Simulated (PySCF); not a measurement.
SMILES [BH3-][NH3+], singlet, PBE0/def2-SVP optimised geometry.

```
8

B     -0.84    -0.11     0.00
N      0.80    -0.11     0.00
H     -1.17    -0.70     1.02
H     -1.17     1.07     0.00
H     -1.17    -0.70    -1.02
H      1.17     0.36    -0.82
H      1.17    -1.07     0.00
H      1.17     0.36     0.82
```

Density from PBE0/def2-TZVP (PySCF 2.14.0) at that geometry.

Minimum of the electron density along straight lines between bonded atoms, close to the bond critical point (lines longer than 1.1 times the sum of covalent radii, or with two minima, are not listed):

```tsv
bond	length / Å	ρ at the minimum / e bohr⁻³	∇²ρ there / e bohr⁻⁵	position (fraction from the first atom)
B1–N2	1.635	0.110	0.39	0.31
B1–H3	1.225	0.165	-0.22	0.43
B1–H4	1.225	0.165	-0.22	0.43
B1–H5	1.225	0.165	-0.22	0.43
N2–H6	1.021	0.335	-1.71	0.74
N2–H7	1.021	0.335	-1.71	0.74
N2–H8	1.021	0.335	-1.71	0.74
```
